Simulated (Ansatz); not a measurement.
## Counterpoise correction, worked out

The pair of H$_{2}$ (SMILES [H][H], atoms 1–2) and CH$_{2}$F$_{2}$ (SMILES FCF, atoms 3–7), both closed shells, in one local arrangement (a lower one may exist), relaxed at PBE0-D4/def2-TZVP:

H1  (0.060, -0.362, -3.062)
H2  (-0.020, -0.294, -2.323)
F3  (0.503, -0.947, 0.538)
C4  (0.002, 0.149, 1.149)
F5  (-0.707, 0.860, 0.243)
H6  (-0.670, -0.170, 1.950)
H7  (0.833, 0.764, 1.506)
(Å)

Ansatz 0.2.0; basis: def2-TZVPPD; cores frozen in the correlated methods.

CCSD(T) total energies in eV:

| system | geometry | basis functions | energy |
| --- | --- | --- | --- |
| pair | pair | all | -6527.72071 |
| H$_{2}$ | as in the pair | all (partner as ghosts) | -31.90496 |
| CH$_{2}$F$_{2}$ | as in the pair | all (partner as ghosts) | -6495.80168 |
| H$_{2}$ | as in the pair | its own | -31.90429 |
| CH$_{2}$F$_{2}$ | as in the pair | its own | -6495.79767 |
| H$_{2}$ | free (PBE0-D4 minimum) | its own | -31.90433 |
| CH$_{2}$F$_{2}$ | free (PBE0-D4 minimum) | its own | -6495.79741 |

Work out the interaction energy with and without the counterpoise correction, the superposition error, and the binding energy from the relaxed fragments.

Without correction: -6527.72071 − (-31.90429) − (-6495.79767) = -0.01875 eV.
With correction (each fragment in the whole basis): -6527.72071 − (-31.90496) − (-6495.80168) = -0.01407 eV = -0.32 kcal/mol.
The superposition error is the difference, 0.00468 eV: each fragment borrows its partner's functions.
Deformation from the free shapes: 0.00004 eV for H$_{2}$ and -0.00026 eV for CH$_{2}$F$_{2}$ (a small negative value is possible, since the free shapes are minima of another method).
Binding energy from relaxed fragments: -0.01407 + 0.00004 + (-0.00026) = -0.01429 eV = -0.33 kcal/mol (electronic, without zero-point energy; negative means bound). For comparison, the corrected interaction energy by CCSD(T) at an estimated basis limit (MP2 extrapolated from triple and quadruple zeta, plus CCSD(T) − MP2 in triple zeta) is -0.016 eV.

No T1 diagnostic of these runs exceeds 0.012.

For scale, one of the runs: CCSD(T)/def2-TZVPPD, 185 basis functions, launched by `ansatz run in.yaml --threads 2 --pin off --events-out ev --progress --plain --max-ram 5222MiB`. Time: 48 s of wall clock on 2 CPU threads of an Arm Neoverse V1; the host was shared. Peak host memory: 2 GiB.
